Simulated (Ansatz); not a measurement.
The lowest singlet and triplet of Cl2Si (SMILES Cl[Si]Cl); geometries from B3LYP-D3(BJ)/def2-TZVP, each state relaxed from the structure named, with no frequency check.
Singlet (charge 0, multiplicity 1):
```xyz
3

Cl    -1.62303    -0.38688     0.00000
Si    -0.00068     0.93672     0.00000
Cl     1.62359    -0.38453     0.00000
```

A positive gap puts the triplet lower; no zero-point energy. R- takes a restricted singlet. U- takes an unrestricted singlet (broken symmetry where lower, unprojected). The triplet is unrestricted in single-reference levels. Active spaces average the two states.

Frozen-core correlation.

Programs: Ansatz (a program for electronic structure). Values without a source in brackets are computed.

```csv
level,"gap E(singlet) − E(triplet), vertical, at the singlet's geometry (eV)"
U-HF/cc-pV(T+d)Z,-1.684
R-MP2/cc-pV(D+d)Z,-2.326
R-MP2/cc-pV(T+d)Z,-2.396
R-MP2/cc-pV(Q+d)Z,-2.424
U-MP2/cc-pV(Q+d)Z,-2.330
R-SCS-MP2/cc-pV(Q+d)Z,(withheld)
U-CCSD(T)/cc-pV(T+d)Z,-2.472
U-CCSD(T)/cc-pV(Q+d)Z,-2.482
"FIC-MRCISD+Q on SA-CASSCF(2,2)/cc-pV(Q+d)Z",-2.468
```

Problem. Fill in the missing entries.

Solution. 
- R-SCS-MP2/cc-pV(Q+d)Z, gap E(singlet) − E(triplet), vertical, at the singlet's geometry (eV): -2.568

Doubts at one or more of the structures used: a restricted determinant that unrestricted orbitals would lower (R-MP2/cc-pV(D+d)Z, R-MP2/cc-pV(T+d)Z, R-MP2/cc-pV(Q+d)Z, R-SCS-MP2/cc-pV(Q+d)Z).
